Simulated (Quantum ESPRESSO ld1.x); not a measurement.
Results of a calculation; reference values are marked as such.
Pb68+, 14 electrons, occupied as [Ne] 3s2 3p2. Level of theory: Dirac Kohn-Sham, PBE, spin-unpolarised, spherical densities, point nucleus; open shells fill j = l - 1/2 first (ld1.x of Quantum ESPRESSO 7.5).

Unscreened Slater integrals over Kohn-Sham orbitals (hartree). Large and small components are both included. Empty in this configuration: 3p3/2.

integral           value
F0(3p1/2,3p1/2)   5.9884
F0(3p1/2,3s1/2)   5.7601
G1(3p1/2,3s1/2)   3.5278
F0(3p1/2,2p3/2)   7.7938
G2(3p1/2,2p3/2)  0.86483
F0(3p1/2,2p1/2)   8.0599
G0(3p1/2,2p1/2)  0.95300
F0(3p1/2,3p3/2)   5.7249
G2(3p1/2,3p3/2)   2.7145
F0(3s1/2,3s1/2)   5.5810
F0(3s1/2,2p3/2)   7.2689
G1(3s1/2,2p3/2)  0.75715
F0(3s1/2,2p1/2)   7.4708
G1(3s1/2,2p1/2)  0.77712
F0(3s1/2,3p3/2)   5.5356
G1(3s1/2,3p3/2)   3.5583
F0(2p3/2,2p3/2)   14.493
F2(2p3/2,2p3/2)   6.8997
F0(2p3/2,2p1/2)   15.522
G2(2p3/2,2p1/2)   6.6546
F0(2p3/2,3p3/2)   7.2762
F2(2p3/2,3p3/2)   1.9467
G0(2p3/2,3p3/2)  0.78564
G2(2p3/2,3p3/2)  0.86466
F0(2p1/2,2p1/2)   16.892
F0(2p1/2,3p3/2)   7.4929
G2(2p1/2,3p3/2)  0.83837
F0(3p3/2,3p3/2)   5.5051
F2(3p3/2,3p3/2)   2.7249
